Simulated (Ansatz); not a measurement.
`C=N[SiH](O)[SiH3]`, charge 0, multiplicity 1.

Task: Give a relaxed structure at PBE0-D4/def2-TZVP (Ansatz 0.2.0). (Best estimate.)

Result: Ansatz gave: 
```xyz
12

C    -0.173    1.837    1.404
N     0.605    0.986    0.903
Si    0.206   -0.618    0.380
O    -1.347   -1.094    0.696
Si    0.486   -0.642   -1.942
H    -1.238    1.652    1.608
H     0.195    2.836    1.667
H     1.157   -1.512    1.095
H    -1.524   -1.509    1.541
H     1.877   -0.257   -2.298
H    -0.456    0.322   -2.572
H     0.213   -2.001   -2.482
```
This is one stationary point; other conformers may exist.
